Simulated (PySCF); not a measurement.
A small calculation by hand: entropy of an ideal gas

Te(I)(NH2) (H₂INTe), SMILES N[Te]I.

Coordinates come from a r2SCAN-D4/def2-SVP optimisation. The def2 effective core potentials stand for the cores of I, Te; spin–orbit coupling is left out. One conformer was computed; it need not be the lowest.

r2SCAN-D4/def2-SVP in PySCF gives the harmonic wavenumbers 129, 189, 417, 505, 701, 916, 1536, 3517, 3639 cm⁻¹ and the rotational temperatures 0.4323, 0.0441, 0.0402 K. The molar mass is 270.53 g/mol, the symmetry number 1, the spin multiplicity 1.

Task: Work out the entropy at 298.15 K and 1 atm in the rigid-rotor, harmonic-oscillator model.

Result: 
Translation (Sackur–Tetrode at 1 atm): S = R[1.5 ln M + 2.5 ln T − 1.16487] = 178.6 J/(mol K).
Rotation: q = (√π/σ) T^1.5/√(θA θB θC) = 330000, S = R[ln q + 3/2] = 118.1 J/(mol K).
Vibration: with u = 1.4388 ν/T, each mode gives R[u/(e^u − 1) − ln(1 − e^−u)]:
```csv
ν (cm⁻¹),modes,u,S (J/(mol K))
129,1,0.62,12.39
189,1,0.91,9.36
417,1,2.01,3.77
505,1,2.44,2.70
701,1,3.38,1.28
916,1,4.42,0.55
1536,1,7.41,0.04
```
The stiffer modes add less than 0.005 each. Sum 30.1 J/(mol K).
Spin: R ln 1 = 0.0 J/(mol K).
Total 326.8 J/(mol K); the program's own thermochemistry gives 326.8. Translation makes up 55 % and vibration 9 %. Anharmonicity, hindered rotation and orbital degeneracy are left out.
